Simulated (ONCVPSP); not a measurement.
# Before and after: ONCV potential for lutetium (Lu)

lutetium, optimised norm-conserving Vanderbilt (ONCV), made with ONCVPSP 4.0.1 (PBE, scalar-relativistic). Core [Kr] 4d10, reference 4f14 5s2 5p6 5d1 6s1.75 6p0.25. Waves: 5s+6s: rc 2.10 bohr, ncon 5, nbas 8, qcut 4.5 1/bohr, 2 projectors; 5p+6p: rc 2.40 bohr, ncon 3, nbas 6, qcut 5.8 1/bohr, 2 projectors; 5d: rc 2.85 bohr, ncon 3, nbas 8, qcut 6 1/bohr, 2 projectors, debl 1.1 Ha; 4f: rc 0.65 bohr, ncon 5, nbas 9, qcut 30.1 1/bohr, 2 projectors, debl 2.5 Ha. Local part: polynomial inside 0.50 bohr (lpopt 1, dvloc0 4 Ha). Core correction: none.

Change: p: rc 2.96.

Cutoffs: the cutoffs (Ha) at which the residual kinetic energy of the hardest occupied pseudo-wave falls to 1 and 0.1 mHa per electron; they do not see the model core or the augmentation charge, which bear on the density cutoff. Errors are all-electron minus pseudo energies relative to the spin-unpolarised reference configuration.

Task: Predict the effect on cutoff, ghosts and configuration errors.

Result: The potential gets neither clearly harder nor softer (344 Ha and 384 Ha → 344 Ha and 384 Ha); the bound ghosts move from d, f, p, s to d, f, s; the lowest positive-energy flag moves from s at 85.7 eV to p at 48.7 eV; of the 4 tests that both files solve, the error grows in 2 and shrinks in 0 by more than 15 % and 0.3 meV (median size 4.7 → 7.3 meV).

| quantity | base | changed |
| --- | --- | --- |
| cutoff, loose | 344 Ha | 344 Ha |
| cutoff, tight | 384 Ha | 384 Ha |
| loose cutoff by channel | s 11 Ha, p 9.8 Ha, d 9.5 Ha, f 344 Ha | s 11 Ha, p 8.6 Ha, d 9.5 Ha, f 344 Ha |
| bound ghosts | s, p, d, f | s, d, f |
| GHOST(+) flags under 300 eV | s at 85.7 eV | p at 48.7 eV, s at 85.7 eV |
| error for 4f14 5s2 5p6 5d1 6s2 6p0, meV [ΔE -0.83 eV] | +0.2 | +0.1 |
| error for 4f14 5s2 5p6 5d1 6s1 6p0, meV [ΔE 6.53 eV] | -1.9 | -2.3 |
| error for 4f14 5s2 5p6 5d1 6s0 6p0, meV [ΔE 19.81 eV] | -7.4 | -12 |
| error for 4f14 5s1 5p6 5d1 6s2 6p0, meV [ΔE 66.23 eV] | -139 | -138 |
| s: phases at 2.14 bohr within 0.05 rad from the reference energy up to (Ha; the scan ends near 5) | 2.7 | 2.7 |
| d: phases at 2.90 bohr within 0.05 rad from the reference energy up to (Ha; the scan ends near 5) | 4.2 | 4.2 |
| f: phases at 0.66 bohr within 0.05 rad from the reference energy up to (Ha; the scan ends near 5) | to the end of the scan | to the end of the scan |

 A true bound ghost makes a file unfit for plane-wave use even where its test errors are small: the radial tests pick states by their node count and pass the ghost by.
